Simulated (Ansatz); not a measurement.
Basis-set extrapolation for `CO[SiH2]CS` (PBE0-D4/def2-TZVP geometry, frozen core, Ansatz 0.2.0). Multiplicity 1, RHF reference.

|  | def2-TZVPP | def2-QZVPP |
| --- | --- | --- |
| HF | -841.844550 | -841.872837 |
| MP2 correlation | -0.889280 | -0.956009 |
| CCSD(T) correlation | -0.985059 | not run |

Energies in hartree. Use E(X) = E(∞) + A·exp(−7.88·√X) for Hartree–Fock and E(X) = E(∞) + B·X^(−2.97) for correlation, with X = 3 and 4, and add CCSD(T) minus MP2 of the smaller set to the MP2 limit.

What is the CCSD(T) energy at the basis-set limit?

HF limit: -841.872837 + (-0.028287) × 0.13774 = -841.87673. MP2 limit: -0.956009 + (-0.066729) × 0.74074 = -1.00544. Higher-order term: -0.985059 − (-0.889280) = -0.09578. Total: -842.97795 hartree, 389.5 kJ/mol below CCSD(T)/def2-TZVPP.
